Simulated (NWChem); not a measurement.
Program: NWChem. System: HCl2Si, charge 0, spin multiplicity 2, at a geometry optimised with UPBE0/def2-SVP. The structure started from a generated list of species. Its SCF solution wasn't tested for a lower state. Level: G0W0@UPBE0/def2-SVPD, RI basis def2-svpd-rifit.

Job file:

```
start mol
memory heap 200 mb stack 700 mb global 1700 mb
geometry units angstroms nocenter noautoz
  Cl     0.338899    -0.168459     1.693093
  Si    -0.679077     0.426938     0.000000
  Cl     0.338899    -0.168459    -1.693093
  H     -2.015489    -0.249524     0.000000
  symmetry group Cs
end
basis spherical
  * library def2-svpd
end
basis "ri basis" bse spherical
  * library def2-svpd-rifit
end
dft
  xc pbe0
  odft
  mult 2
  iterations 100
  direct
  tolerances tight
end
task dft energy
gw
  states alpha occ 4 vir 2
  states beta occ 4 vir 2
end
task dft gw
```

Part of the output:

```
             Northwest Computational Chemistry Package (NWChem) 7.3.0
             --------------------------------------------------------

                                NWChem Input Module
                                -------------------

 Scaling coordinates for geometry "geometry" by  1.889725989
 (inverse scale =  0.529177249)

 Turning off AUTOSYM since
 SYMMETRY directive was detected!

                             Geometry "geometry" -> ""
                             -------------------------

 Output coordinates in angstroms (scale by  1.889725989 to convert to a.u.)

  No.       Tag          Charge          X              Y              Z
 ---- ---------------- ---------- -------------- -------------- --------------
    1 Cl                  17.0000     0.33889900    -0.16845900     1.69309300
    2 Si                  14.0000    -0.67907700     0.42693800     0.00000000
    3 Cl                  17.0000     0.33889900    -0.16845900    -1.69309300
    4 H                    1.0000    -2.01548900    -0.24952400     0.00000000

 Effective nuclear repulsion energy (a.u.)     178.3899072302

            Nuclear Dipole moment (a.u.)
            ----------------------------
        X                 Y               Z
 ---------------- ---------------- ----------------
    -0.0000018897     0.0000037795     0.0000000000

      Symmetry information
      --------------------

 Group name             Cs
 Group number              2
 Group order               2
 No. of unique centers     3

      Symmetry unique atoms

     1    2    4


 Summary of "ao basis" -> "" (spherical)
 ------------------------------------------------------------------------------
       Tag                 Description            Shells   Functions and Types
 ---------------- ------------------------------  ------  ---------------------
 *                         def2-svpd                  on all atoms

 new library libraries.bse/

 Summary of "ri basis" -> "" (spherical)
 ------------------------------------------------------------------------------
       Tag                 Description            Shells   Functions and Types
 ---------------- ------------------------------  ------  ---------------------
 *                      def2-svpd-rifit               on all atoms

                                 NWChem DFT Module
                                 -----------------

 Summary of "ao basis" -> "ao basis" (spherical)
 ------------------------------------------------------------------------------
       Tag                 Description            Shells   Functions and Types
 ---------------- ------------------------------  ------  ---------------------
 Cl                        def2-svpd                11       27   5s4p2d
 Si                        def2-svpd                10       24   5s3p2d
 H                         def2-svpd                 4        8   2s2p

 Summary of "ao basis" -> "ao basis" (spherical)
 ------------------------------------------------------------------------------
       Tag                 Description            Shells   Functions and Types
 ---------------- ------------------------------  ------  ---------------------
 Cl                        def2-svpd                11       27   5s4p2d
 Si                        def2-svpd                10       24   5s3p2d
 H                         def2-svpd                 4        8   2s2p

      Symmetry analysis of basis
      --------------------------

        a'         50
        a"         36

            General Information
            -------------------
          SCF calculation type: DFT
          Wavefunction type:  spin polarized.
          No. of atoms     :     4
          No. of electrons :    49
           Alpha electrons :    25
            Beta electrons :    24
          Charge           :     0
          Spin multiplicity:     2
          Use of symmetry is: on ; symmetry adaption is: on
          Maximum number of iterations: 100
          This is a Direct SCF calculation.
          AO basis - number of functions:    86
                     number of shells:    36
          Convergence on energy requested:  1.00D-06
          Convergence on density requested:  1.00D-05
          Convergence on gradient requested:  5.00D-04

              XC Information
              --------------
                         PBE0 Method XC Functional
                     Hartree-Fock (Exact) Exchange  0.250
          PerdewBurkeErnzerhof Exchange Functional  0.750
            Perdew 1991 LDA Correlation Functional  1.000 local
           PerdewBurkeErnz. Correlation Functional  1.000 non-local

             Grid Information
             ----------------
          Grid used for XC integration:  medium
          Radial quadrature: Mura-Knowles
          Angular quadrature: Lebedev.
          Tag              B.-S. Rad. Rad. Pts. Rad. Cut. Ang. Pts.
          ---              ---------- --------- --------- ---------
          Cl                  1.00       88          13.0       590
          Si                  1.10       88          11.0       590
          H                   0.35       45          11.0       434
          Grid pruning is: on
          Number of quadrature shells:   221
          Spatial weights used:  Erf1

          Convergence Information
          -----------------------
          Convergence aids based upon iterative change in
          total energy or number of iterations.
          Levelshifting, if invoked, occurs when the
          HOMO/LUMO gap drops below (HL_TOL):  1.00D-02
          DIIS, if invoked, will attempt to extrapolate
[...]
    12      0.234402  1 Cl px                63     -0.234402  3 Cl px
     9      0.179356  1 Cl px                60     -0.179356  3 Cl px
     7      0.164624  1 Cl py                58     -0.164624  3 Cl py

 Vector   23  Occ=1.000000D+00  E=-3.561844D-01  Symmetry=a'
              MO Center= -1.0D-01, -1.0D-01,  6.8D-14, r^2= 4.1D+00
   Bfn.  Coefficient  Atom+Function         Bfn.  Coefficient  Atom+Function
  ----- ------------  ---------------      ----- ------------  ---------------
    12      0.394678  1 Cl px                63      0.394678  3 Cl px
     9      0.301485  1 Cl px                60      0.301485  3 Cl px
    79      0.224317  4 H  s                 31      0.184179  2 Si s
     6      0.173621  1 Cl px                57      0.173621  3 Cl px
    36     -0.113902  2 Si px                30      0.110675  2 Si s

 Vector   24  Occ=1.000000D+00  E=-3.517681D-01  Symmetry=a"
              MO Center=  2.8D-01, -1.3D-01,  7.5D-14, r^2= 4.1D+00
   Bfn.  Coefficient  Atom+Function         Bfn.  Coefficient  Atom+Function
  ----- ------------  ---------------      ----- ------------  ---------------
    14      0.325510  1 Cl pz                65      0.325510  3 Cl pz
    11      0.255609  1 Cl pz                62      0.255609  3 Cl pz
    12     -0.245159  1 Cl px                63      0.245159  3 Cl px
     9     -0.188301  1 Cl px                60      0.188301  3 Cl px
    13      0.182967  1 Cl py                64     -0.182967  3 Cl py

 Vector   25  Occ=0.000000D+00  E=-1.197855D-01  Symmetry=a'
              MO Center= -6.2D-01,  7.2D-01, -4.7D-14, r^2= 3.2D+00
   Bfn.  Coefficient  Atom+Function         Bfn.  Coefficient  Atom+Function
  ----- ------------  ---------------      ----- ------------  ---------------
    30      0.405091  2 Si s                 40      0.359175  2 Si py
    37      0.319706  2 Si py                32      0.282112  2 Si s
    31      0.240552  2 Si s                 29      0.231740  2 Si s
    13     -0.223408  1 Cl py                64     -0.223408  3 Cl py
    79     -0.179366  4 H  s                 34     -0.167917  2 Si py

 Vector   26  Occ=0.000000D+00  E=-5.573983D-03  Symmetry=a'
              MO Center= -4.1D-01,  6.2D-02,  2.8D-14, r^2= 5.7D+00
   Bfn.  Coefficient  Atom+Function         Bfn.  Coefficient  Atom+Function
  ----- ------------  ---------------      ----- ------------  ---------------
    31      0.970941  2 Si s                 32     -0.753776  2 Si s
    30      0.411456  2 Si s                 40     -0.356256  2 Si py
     5      0.346978  1 Cl s                 56      0.346978  3 Cl s
     4     -0.302322  1 Cl s                 55     -0.302322  3 Cl s
    14      0.284558  1 Cl pz                65     -0.284558  3 Cl pz

 Vector   27  Occ=0.000000D+00  E= 5.617393D-03  Symmetry=a"
              MO Center= -7.9D-01,  3.2D-01, -4.4D-14, r^2= 5.9D+00
   Bfn.  Coefficient  Atom+Function         Bfn.  Coefficient  Atom+Function
  ----- ------------  ---------------      ----- ------------  ---------------
     5      0.389781  1 Cl s                 56     -0.389781  3 Cl s
    38      0.323194  2 Si pz                41      0.323926  2 Si pz
    50      0.278436  2 Si d  1               4     -0.193318  1 Cl s
    55      0.193318  3 Cl s                 12      0.184467  1 Cl px
    63     -0.184467  3 Cl px                 3     -0.181215  1 Cl s

   alpha - beta orbital overlaps
   -----------------------------

   alpha      1      2      3      4      5      6      7      8      9     10
    beta      1      2      3      4      5      6      7     10     11      8
 overlap   1.000  1.000  1.000  1.000  1.000  0.984  0.984  0.912  0.916  0.928

   alpha     11     12     13     14     15     16     17     18     19     20
    beta      9     12     15     13     14     16     17     18     19     20
 overlap   0.932  1.000  0.822  1.000  0.822  1.000  1.000  0.994  0.998  0.993

   alpha     21     22     23     24     25     26     27     28     29     30
    beta     21     22     23     24     25     26     27     28     29     30
 overlap   0.980  0.992  0.991  0.994  0.978  0.982  0.992  0.978  0.945  0.730

   alpha     31     32     33     34     35     36     37     38     39     40
    beta     31     32     33     34     35     37     36     38     39     40
 overlap   0.739  0.994  0.977  0.990  0.998  0.981  0.984  0.979  0.995  0.991

   alpha     41     42     43     44     45     46     47     48     49     50
    beta     41     43     42     44     45     46     47     48     49     50
 overlap   0.889  0.868  0.997  0.969  0.996  0.995  0.997  0.998  0.988  0.996

   alpha     51     52     53     54     55     56     57     58     59     60
    beta     51     52     54     53     55     56     57     58     59     62
 overlap   0.989  0.982  0.992  0.993  0.995  0.989  0.993  0.921  0.945  0.846

   alpha     61     62     63     64     65     66     67     68     69     70
    beta     60     61     63     64     65     66     67     68     69     70
 overlap   0.949  0.903  0.995  0.994  0.999  1.000  0.997  0.997  0.998  0.920

   alpha     71     72     73     74     75     76     77     78     79     80
    beta     71     72     73     74     75     76     77     78     79     80
 overlap   0.915  0.929  0.993  0.997  0.995  0.999  0.999  1.000  1.000  0.999

   alpha     81     82     83     84     85     86
    beta     81     82     83     84     85     86
 overlap   1.000  1.000  1.000  1.000  1.000  1.000

     --------------------------
     Expectation value of S2:
     --------------------------
      <S2> =      0.7522 (Exact =     0.7500)

 center of mass
 --------------
 x =   0.05104477 y =  -0.00169439 z =   0.00000000

 moments of inertia (a.u.)
 ------------------
         741.452238669579          41.405481815489           0.000000000000
          41.405481815489         805.048780082005           0.000000000000
           0.000000000000           0.000000000000         114.640740506096

     Multipole analysis of the density
     ---------------------------------

     L   x y z        total         alpha         beta         nuclear
     -   - - -        -----         -----         ----         -------
     0   0 0 0     -0.000000    -25.000000    -24.000000     49.000000

     1   1 0 0     -0.431749      0.397258     -0.829006     -0.000002
     1   0 1 0      0.179604     -0.695744      0.875344      0.000004
     1   0 0 1     -0.000000     -0.000000     -0.000000      0.000000

     2   2 0 0    -28.031706    -41.778297    -37.759655     51.506246
     2   1 1 0     -0.371706     10.759027      8.499765    -19.630497
     2   1 0 1      0.000000      0.000000      0.000000      0.000000
     2   0 2 0    -28.893455    -23.856751    -17.817521     12.780817
     2   0 1 1     -0.000000      0.000000     -0.000000      0.000000
     2   0 0 2    -30.215529   -190.785022   -187.477765    348.047258

 Task  times  cpu:        3.2s     wall:        3.2s

                                NWChem Input Module
                                -------------------

                                 NWChem GW Module
                                 ----------------

                             ***********************
                             ***        GW       ***
                             ***********************

 Summary of "ri basis" -> "ri basis" (spherical)
 ------------------------------------------------------------------------------
       Tag                 Description            Shells   Functions and Types
 ---------------- ------------------------------  ------  ---------------------
 Cl                     def2-svpd-rifit             24       78   9s6p6d3f
 Si                     def2-svpd-rifit             24       78   9s6p6d3f
 H                      def2-svpd-rifit              9       23   4s3p2d

                 Memory Information
                 ------------------
          Available GA per process is          1699.9 MBs
          Available stack per process is        700.0 MBs
          Available heap per process is           0.0 MBs

          Peak memory in Initialization
              Peak GA per process is                  9.4 MBs
              Peak stack per process is               0.1 MBs
              Peak heap per process is                9.6 MBs
              Memory not in MA per process            0.0 MBs

          Peak memory in AFF Calculation
              Peak GA per process is                 83.9 MBs
              Peak stack per process is              69.3 MBs
              Peak heap per process is                0.0 MBs
              Memory not in MA per process           69.3 MBs

          Computing 2-center integrals
          Computing Inverse Cholesky factor
          Computing 3-center integrals
          Computing V_xc ...

          Computing Sigma_x
          Computing RPA polarizability
          Solving quasiparticle equations

                  Alpha Orbitals
          State     Energy (eV)     Error (eV)
          -----------------------------------
@GW        22        -11.558           0.004
@GW        23        -11.548           0.004
@GW        24        -11.225           0.004
@GW        25         -8.560           0.004
@GW        26          1.880           0.005
@GW        27          1.954           0.005

                   Beta Orbitals
          State     Energy (eV)     Error (eV)
          -----------------------------------
@GW        21        -12.082           0.004
@GW        22        -11.374           0.004
@GW        23        -11.418           0.004
@GW        24        -11.171           0.004
@GW        25         -1.073           0.005
@GW        26          2.133           0.005

   Applying  -1.6393 eV scissor-shift to rest of particle states

   Applying   2.3608 eV scissor-shift to rest of hole states

   Applying  -1.5986 eV scissor-shift to rest of particle states

   Applying   2.1865 eV scissor-shift to rest of hole states

     GW Timing Statistics
   ------------------------
   Init.   :          0.0s
     ERIs  :          0.3s
     Distr.:          0.0s
     Vxc   :          0.6s
   Sigma_x :          0.0s
   RPA     :          6.4s
   Wmn     :          0.1s
   Sigma_c :          0.1s
   GW total:          7.5s

 Task  times  cpu:        7.5s     wall:        7.5s

 Total times  cpu:       10.7s     wall:       10.7s
```
